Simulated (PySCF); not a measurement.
PySCF input file for C4H5BO2, SMILES C#CB(O)C(C)=O, r2SCAN-D4/def2-SVP. Geometry optimised at r2SCAN-D4/def2-SVP. This is a generated structure with no PubChem entry under its InChIKey; it may be hypothetical. One conformer was computed; it need not be the lowest.

```python
import numpy as np
from pyscf import gto, scf, dft, df
from pyscf.hessian import thermo

mol = gto.M(
    atom='''
    C     2.75993308    0.34611513   -0.66518798
    C     1.64501901   -0.07239804   -0.38990684
    B     0.22866799   -0.56556642   -0.08672342
    O    -0.11242826   -1.87863589   -0.10201966
    C    -0.90888520    0.46776575    0.36089776
    C    -2.04066449    0.88972063   -0.53571064
    O    -0.80113146    0.85888538    1.51476621
    H     3.74169796    0.71764284   -0.90066427
    H     0.64287239   -2.46173404   -0.26284816
    H    -2.70005038    1.60184888   -0.01843562
    H    -1.63864087    1.34143727   -1.45894326
    H    -2.61315578   -0.00057943   -0.84801781
    ''',
    basis='def2-SVP',
    charge=0,
    spin=0,
    max_memory=1600,
    verbose=3,
)
mf = dft.RKS(mol, xc='r2scan').density_fit(auxbasis='def2-universal-jkfit')
mf.disp = 'd4'
mf.grids.level = 4
mf.conv_tol = 1e-11
mf.max_cycle = 100
mf.kernel()

# [left out here: the lines that compute and print the analytic Hessian (its translational invariance restored by hand, since the grid's response is missing), thermochemistry and intensities]
```

Log of the run:

```
[...]
       3   O                 0.02  0.06  0.03   -0.02 -0.10  0.02   -0.00  0.01 -0.01
       4   C                 0.01 -0.03 -0.04   -0.02  0.09  0.02    0.00  0.00 -0.00
       5   C                -0.02 -0.00 -0.02   -0.08  0.05 -0.07   -0.00  0.00 -0.00
       6   O                 0.02 -0.03 -0.04    0.04 -0.02  0.06    0.00 -0.00 -0.00
       7   H                -0.04  0.01  0.04    0.07  0.02 -0.03   -0.30  0.82  0.05
       8   H                -0.08  0.12 -0.66   -0.09 -0.09 -0.35    0.01  0.00  0.04
       9   H                 0.07  0.00  0.08   -0.26 -0.00 -0.22    0.00 -0.00  0.00
      10   H                -0.05  0.05 -0.01   -0.12 -0.02 -0.12   -0.00  0.00 -0.00
      11   H                -0.09  0.05 -0.03    0.08 -0.09  0.01   -0.00  0.00  0.00
Mode                                12                  13                  14
Irrep
Freq [cm^-1]                      683.2562            744.0575            894.4255
Reduced mass [au]                   2.7887              1.2990              2.7910
Force const [Dyne/A]                0.7670              0.4237              1.3155
Char temp [K]                     983.0536           1070.5330           1286.8791
Normal mode                   x     y     z       x     y     z       x     y     z
       0   C                -0.01 -0.01 -0.01    0.03  0.00  0.13    0.06  0.03 -0.01
       1   C                 0.01  0.00  0.09   -0.01 -0.00 -0.05    0.05 -0.00 -0.02
       2   B                -0.04  0.01 -0.20   -0.00  0.00 -0.01   -0.12  0.02  0.06
       3   O                 0.01  0.00  0.08    0.00  0.00  0.00   -0.03 -0.04 -0.00
       4   C                 0.00 -0.01  0.01   -0.00 -0.00  0.00   -0.08  0.02 -0.05
       5   C                 0.03 -0.02  0.03    0.00 -0.00  0.00    0.08  0.01  0.10
       6   O                -0.02  0.01 -0.00   -0.00  0.00 -0.00   -0.01 -0.02 -0.06
       7   H                -0.04  0.05 -0.03   -0.20 -0.02 -0.84    0.06  0.05 -0.01
       8   H                -0.08  0.05 -0.52   -0.00  0.00 -0.02    0.21  0.28 -0.06
       9   H                 0.05  0.01  0.02    0.00  0.00 -0.00   -0.05 -0.02 -0.03
      10   H                 0.08 -0.02  0.05    0.01 -0.00  0.00    0.17 -0.14  0.07
      11   H                 0.01  0.01  0.00    0.00  0.00 -0.00    0.28 -0.14  0.13
Mode                                15                  16                  17
Irrep
Freq [cm^-1]                      954.2919            982.4075           1123.7579
Reduced mass [au]                   1.6359              1.8329              1.7628
Force const [Dyne/A]                0.8778              1.0423              1.3116
Char temp [K]                    1373.0135           1413.4657           1616.8375
Normal mode                   x     y     z       x     y     z       x     y     z
       0   C                -0.04 -0.02  0.01   -0.00 -0.00  0.00    0.02  0.01 -0.00
       1   C                -0.03 -0.00 -0.00    0.00 -0.01  0.00    0.01 -0.01 -0.00
       2   B                 0.11 -0.02  0.00    0.01 -0.00 -0.01   -0.09  0.04  0.02
       3   O                 0.04  0.02 -0.01    0.02  0.04  0.00    0.06 -0.01 -0.01
       4   C                -0.02  0.04 -0.03   -0.08 -0.12  0.05   -0.09  0.09 -0.02
       5   C                -0.02  0.03  0.11    0.06  0.09 -0.03    0.05 -0.06 -0.03
       6   O                -0.02 -0.01 -0.04    0.01  0.02 -0.01    0.02 -0.01  0.02
       7   H                -0.04 -0.03  0.02   -0.01  0.00 -0.00    0.02  0.02 -0.00
       8   H                -0.28 -0.37 -0.02   -0.14 -0.16  0.02   -0.34 -0.50  0.01
       9   H                -0.23  0.11 -0.28   -0.17 -0.19  0.06    0.28 -0.05  0.25
      10   H                 0.32 -0.20  0.13   -0.35  0.01 -0.24    0.02  0.10  0.05
      11   H                 0.22 -0.08 -0.02    0.29 -0.19  0.31   -0.10  0.01  0.05
Mode                                18                  19                  20
Irrep
Freq [cm^-1]                     1272.3416           1341.9985           1398.9771
Reduced mass [au]                   2.9151              1.6745              5.6049
Force const [Dyne/A]                2.7805              1.7768              6.4631
Char temp [K]                    1830.6163           1930.8370           2012.8166
Normal mode                   x     y     z       x     y     z       x     y     z
       0   C                -0.04 -0.02  0.01   -0.02 -0.01  0.00   -0.01 -0.00  0.00
       1   C                -0.01  0.00 -0.00   -0.00 -0.00 -0.00    0.00 -0.01  0.00
       2   B                 0.18  0.03 -0.03    0.06  0.08 -0.01   -0.00  0.23  0.01
       3   O                -0.04 -0.05  0.00   -0.02 -0.05  0.00   -0.01 -0.10 -0.00
       4   C                -0.13  0.05 -0.01   -0.06  0.03 -0.01    0.07 -0.06  0.02
       5   C                 0.01 -0.01 -0.04    0.11 -0.04  0.07   -0.05  0.04 -0.01
       6   O                 0.02 -0.00  0.01    0.01 -0.00  0.00   -0.01  0.00 -0.01
       7   H                -0.04 -0.03  0.01   -0.02 -0.00  0.01   -0.02  0.01  0.00
       8   H                 0.15  0.19 -0.04    0.02 -0.00 -0.02   -0.05 -0.16  0.01
       9   H                 0.19 -0.07  0.27   -0.18 -0.06 -0.26    0.02 -0.00  0.12
      10   H                 0.18  0.06  0.07   -0.44 -0.04 -0.17    0.09 -0.16 -0.05
      11   H                 0.05 -0.12  0.21   -0.24  0.31 -0.28    0.13 -0.06 -0.06
Mode                                21                  22                  23
Irrep
Freq [cm^-1]                     1419.7887           1431.5077           1757.4211
Reduced mass [au]                   1.1056              1.0537             11.0139
Force const [Dyne/A]                1.3131              1.2722             20.0422
Char temp [K]                    2042.7598           2059.6209           2528.5376
Normal mode                   x     y     z       x     y     z       x     y     z
       0   C                 0.00  0.00 -0.00    0.00  0.00 -0.00    0.00  0.00 -0.00
       1   C                -0.00  0.00  0.00   -0.00  0.00  0.00   -0.00  0.00  0.00
       2   B                 0.00 -0.05 -0.01   -0.01 -0.02  0.00    0.00 -0.01 -0.00
       3   O                 0.00  0.02  0.00    0.00  0.01 -0.00    0.00  0.00 -0.00
       4   C                -0.03  0.02 -0.02    0.01  0.01 -0.01    0.01  0.08  0.21
       5   C                -0.03  0.03  0.02    0.02  0.04 -0.02   -0.00 -0.00 -0.01
       6   O                 0.01  0.01  0.03   -0.00  0.00  0.00   -0.01 -0.05 -0.15
       7   H                 0.00 -0.00 -0.00    0.00 -0.00 -0.00    0.00 -0.00  0.00
       8   H                 0.01  0.04 -0.00   -0.01 -0.00 -0.00    0.01  0.00  0.01
       9   H                 0.25  0.02  0.36   -0.38 -0.54  0.26    0.05 -0.00  0.07
      10   H                -0.11 -0.50 -0.28    0.34 -0.35 -0.06   -0.04 -0.03 -0.04
      11   H                 0.29  0.01 -0.53   -0.37  0.25  0.09   -0.00  0.02 -0.06
Mode                                24                  25                  26
Irrep
Freq [cm^-1]                     2148.9569           3020.9004           3113.4403
Reduced mass [au]                   6.0393              1.0355              1.1002
Force const [Dyne/A]               16.4321              5.5678              6.2832
Char temp [K]                    3091.8706           4346.4030           4479.5474
Normal mode                   x     y     z       x     y     z       x     y     z
       0   C                -0.15 -0.06  0.04    0.00  0.00 -0.00   -0.00 -0.00  0.00
       1   C                 0.20  0.08 -0.05   -0.00 -0.00 -0.00   -0.00  0.00  0.00
       2   B                -0.03 -0.01  0.01    0.00  0.00  0.00    0.00  0.00 -0.00
       3   O                -0.00  0.00  0.00   -0.00 -0.00 -0.00   -0.00 -0.00  0.00
       4   C                 0.00  0.00  0.00   -0.00  0.00 -0.00    0.00  0.00 -0.00
       5   C                -0.00 -0.00 -0.00    0.03 -0.01  0.04    0.05  0.07 -0.03
       6   O                -0.00 -0.00 -0.00   -0.00 -0.00 -0.00    0.00  0.00 -0.00
       7   H                -0.27 -0.10  0.07    0.00  0.00 -0.00   -0.00  0.00 -0.00
       8   H                -0.00  0.00  0.00   -0.00 -0.00 -0.00   -0.00 -0.00 -0.00
       9   H                 0.00 -0.00  0.00   -0.29  0.32  0.24   -0.00  0.02  0.00
      10   H                 0.00 -0.00 -0.00    0.23  0.25 -0.51   -0.24 -0.27  0.56
      11   H                -0.00 -0.00 -0.00   -0.31 -0.48 -0.16   -0.35 -0.54 -0.20
Mode                                27                  28                  29
Irrep
Freq [cm^-1]                     3157.6217           3460.6131           3815.6711
Reduced mass [au]                   1.1069              1.1570              1.0658
Force const [Dyne/A]                6.5023              8.1636              9.1425
Char temp [K]                    4543.1146           4979.0517           5489.9011
Normal mode                   x     y     z       x     y     z       x     y     z
       0   C                 0.00  0.00 -0.00    0.10  0.04 -0.02    0.00 -0.00 -0.00
       1   C                -0.00  0.00 -0.00   -0.03 -0.01  0.01   -0.00  0.00  0.00
       2   B                 0.00 -0.00  0.00    0.00  0.00 -0.00    0.00  0.00 -0.00
       3   O                -0.00  0.00 -0.00   -0.00  0.00  0.00    0.05 -0.04 -0.01
       4   C                -0.00  0.00  0.00    0.00 -0.00 -0.00   -0.00 -0.00  0.00
       5   C                -0.04  0.06  0.06   -0.00  0.00 -0.00    0.00  0.00 -0.00
       6   O                 0.00 -0.00 -0.00   -0.00  0.00  0.00   -0.00  0.00 -0.00
       7   H                -0.00 -0.00  0.00   -0.84 -0.32  0.20   -0.00 -0.00  0.00
       8   H                -0.00  0.00  0.00    0.00 -0.00 -0.00   -0.74  0.60  0.16
       9   H                 0.49 -0.53 -0.39   -0.00  0.00  0.00    0.00  0.00  0.00
      10   H                 0.12  0.14 -0.26   -0.00  0.00 -0.00   -0.00 -0.00 -0.00
      11   H                -0.18 -0.27 -0.09   -0.00 -0.00  0.00    0.00 -0.00  0.00
temperature 298.1500 [K]
pressure 101325.00 [Pa]
Rotational constants [GHz] 3.80513 1.77205 1.51798
Symmetry number 1
Zero-point energy (ZPE) 0.08417 [Eh]   221000.662 [J/mol]
                           tot       elec      trans        rot        vib
Entropy [J/mol/K]       381.976      0.000    165.657    116.493     99.826
Cv [J/mol/K]            116.567      0.000     12.472     12.472     91.624
Cp [J/mol/K]            124.881      0.000     20.786     12.472     91.624
Internal energy [J/mol]                      3718.434   3718.434 235620.813
Internal energy [Eh]   -330.19080  -330.28338
Enthalpy [J/mol]                             6197.391   3718.434 235620.813
Enthalpy [Eh]          -330.18986
Gibbs free energy [J/mol]                  -43193.220 -31013.958 205857.785
Gibbs free energy [Eh] -330.23324
mode   freq/cm-1   IR/(km/mol)
   1       21.30         3.748
   2      107.62         3.916
   3      125.00         9.792
   4      141.85         0.924
   5      224.15         0.168
   6      243.18         6.035
   7      361.14         3.504
   8      501.58        29.907
   9      558.49        14.433
  10      615.33        23.939
  11      647.67        17.199
  12      679.68        41.917
  13      683.26       101.266
  14      744.06        33.126
  15      894.43        73.886
  16      954.29        27.584
  17      982.41        25.995
  18     1123.76       154.382
  19     1272.34       107.476
  20     1342.00        74.408
  21     1398.98       121.634
  22     1419.79        37.144
  23     1431.51        26.486
  24     1757.42       115.706
  25     2148.96        48.608
  26     3020.90         1.322
  27     3113.44         2.424
  28     3157.62         6.940
  29     3460.61        55.671
  30     3815.67        76.022
max |gradient| / (hartree/bohr): 0.00025939061913356757
APT charges: [-0.1947 -0.3858  0.9443 -0.7241  0.5676 -0.1729 -0.6596  0.2229  0.3128
  0.0115  0.0322  0.0444]
```

The calculation finished and met its thresholds.

Cost: very roughly 9 core-minutes.
